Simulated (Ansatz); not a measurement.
Program: Ansatz. Geometries: PBE0-D4/def2-TZVP. ΔE: electronic, gas phase. CCSD(T)/CBS adds triple-zeta CCSD(T) − MP2 to the extrapolated MP2 energy (def2 sets, frozen cores). This one scheme is used for every species. Functionals use def2-TZVPP. B3LYP here is the variant with VWN-RPA as its local correlation; programs differ in this. Elements past krypton have def2 core potentials. For Sn outer-core shells are correlated without core-valence functions, which leaves a few kJ/mol of doubt a bond. Each species was taken in one conformer, which may not be the lowest.

Consider the redistribution: `NBO[SiH2]Cl` + `[OH][SnH3]` → `NBO` + `Cl[SiH2][O][SnH3]`.

`NBO[SiH2]Cl`:

```xyz
10

N     1.574   -1.480    0.165
B     0.700   -0.534   -0.361
O    -0.075    0.213    0.500
Si   -1.251    1.299    0.206
Cl   -3.045    0.344   -0.078
H     2.166   -2.050   -0.411
H     1.654   -1.655    1.153
H     0.633   -0.369   -1.549
H    -1.385    2.158    1.398
H    -0.969    2.074   -1.023
```

`[OH][SnH3]`:

```xyz
6

O    -0.872    1.220    0.069
Sn    0.355   -0.319    0.130
H    -1.482    1.190   -0.671
H     1.271   -0.340   -1.313
H    -0.573   -1.747    0.280
H     1.301   -0.004    1.504
```

`NBO`:

Z-matrix (Å, degrees):
```
N
B 1 1.397
H 1 1.003 2 122.7
H 1 1.006 2 122.6 3 -180.0
O 2 1.371 1 118.7 3 -180.0
H 2 1.202 1 119.9 3 -0.0
H 5 0.957 2 112.5 1 -180.0
```

`Cl[SiH2][O][SnH3]`:

Z-matrix (Å, degrees):
```
Si
O 1 1.609
Cl 1 2.072 2 109.9
H 1 1.481 2 111.3 3 117.7
H 1 1.481 2 111.5 3 -117.6
Sn 2 1.976 1 135.2 3 3.8
H 6 1.700 2 102.5 1 177.6
H 6 1.700 2 106.6 1 -63.2
H 6 1.701 2 106.7 1 58.4
```

(1) Is it downhill or uphill in electronic energy at CCSD(T)/CBS, and by how much? (An estimate is asked.)

(2) What do these levels give: B3LYP-D4, ωB97X-V, B2PLYP, HF/def2-TZVPP, CCSD(T)/def2-TZVPP, SCS-MP2/def2-QZVPP? (Best estimate.)

Largest T1 diagnostic among the species: 0.014.

Answers

(1) Ansatz gave: Downhill: ΔE = -27.8 kJ/mol.

(2) Computed: B3LYP-D4 -25.9, ωB97X-V -26.6, B2PLYP -24.3, HF/def2-TZVPP -26.8, CCSD(T)/def2-TZVPP -26.6, SCS-MP2/def2-QZVPP -27.7 kJ/mol.

The D4 term adds −3.8 kJ/mol with B3LYP and −1.9 kJ/mol with PBE0; it sums over pairs of atoms, weighted by their polarisabilities, and B3LYP, whose exchange is more repulsive, gets the larger term.
